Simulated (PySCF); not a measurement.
Molecule: `CCO[C@H]1C=C(F)C1=O`, C₆H₇FO₂.

Geometry (Å), atoms numbered from 1 in this order:
```xyz
16

C    -1.9653    0.9524   -0.2334
C    -1.6302   -0.5285   -0.3601
O    -0.2668   -0.7779   -0.6563
C     0.6264   -0.5769    0.3950
C     2.0073   -1.1468    0.1206
C     2.6183    0.0430    0.2005
F     3.8938    0.4034    0.1328
C     1.3759    0.8030    0.4495
O     1.0508    1.9435    0.5706
H    -3.0350    1.0704   -0.0831
H    -1.4396    1.4023    0.6048
H    -1.6758    1.4759   -1.1408
H    -2.1720   -0.9695   -1.2004
H    -1.9100   -1.0619    0.5608
H     0.1879   -0.8771    1.3572
H     2.3267   -2.1462   -0.1001
```

Frames of a GFN2-xTB Langevin trajectory at 300 K; GIAO PBE0/pcSseg-1 shieldings in PySCF 2.14, gas phase, non-relativistic; equivalent atoms averaged within each frame.

δ = σ(ref) − σ, references computed at the same level: ¹³C (σref 186.93), ¹H (σref 31.72) vs TMS; ¹⁷O (σref 336.08) vs H2O; ¹⁹F (σref 170.95) vs CFCl3. The references are static minima.

Task: How do the shifts (ppm) fluctuate along the trajectory?

Result: 
```csv
time (fs),C8,C6,C5,C4,C2,C1,O9,O3,F7,H16
250,192.0,163.5,151.7,87.4,70.6,13.9,591.0,66.5,-99.6,8.54
425,198.2,175.2,151.2,89.4,87.4,18.4,591.1,85.0,-96.3,7.06
625,191.1,158.3,144.7,84.3,67.9,20.3,576.1,80.4,-114.2,8.00
800,192.5,168.4,167.2,80.4,75.9,15.6,607.6,94.6,-84.9,8.18
1000,195.4,170.2,145.7,84.1,68.4,14.2,585.2,60.7,-115.0,7.35
mean of frames,193.8,167.1,152.1,85.1,74.0,16.5,590.2,77.4,-102.0,7.83
standard deviation,2.9,6.5,9.0,3.5,8.1,2.8,11.5,13.8,12.7,0.61
```

5 frames give an uncertainty of the mean of about the standard deviation over 2.2 at best, since frames this close in time may not be independent; classical motion lacks zero-point vibration, and the reference would need the same averaging.
